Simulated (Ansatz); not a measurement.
System: ZnBr, charge 0, multiplicity 2. SMILES of the parent species: [Zn][Br]
Structure (B3LYP-D3(BJ)/def2-TZVP (Ansatz, a quantum-chemistry and plane-wave program) minimum search):
```
Zn
Br 1 2.3405
```
Charge 0, spin multiplicity 2.

Quantity: size of the dipole moment, in D. Conventions: six Cartesian d functions in 6-31G* and its kin unless marked 5d; UHF or UKS for open shells; non-relativistic; spin-orbit terms left out; LANL2DZ with its own core potentials from Na on. First-principles rows: single points at B3LYP-D3(BJ) geometries (Ansatz). The spin state of an ion or metal species was assumed, not searched.

```tsv
level	program	size of the dipole moment (D)
SVWN5/LANL2DZ	Ansatz	2.96
SVWN5/6-31G*	Ansatz	2.73
PBE/3-21G	Ansatz	2.41
PBE/LANL2DZ	Ansatz	3.10
PBE/6-31G*	Ansatz	2.75
PBE/def2-SVP	Ansatz	2.94
BLYP/LANL2DZ	Ansatz	2.97
BLYP/6-31G*	Ansatz	2.62
B3LYP/LANL2DZ	Ansatz	3.26
B3LYP/6-31G	Ansatz	3.21
B3LYP/6-31G*	Ansatz	2.97
B3LYP/def2-SVP	Ansatz	3.14
PBE0/LANL2DZ	Ansatz	3.44
```

No value to compare with is used here. The 13 habitual levels span 2.41 (PBE/3-21G) to 3.44 D (PBE0/LANL2DZ).

The levels are drawn from those run, B3LYP/6-31G* more often than the rest, none by its result; runs whose electronic state is in doubt are left out.
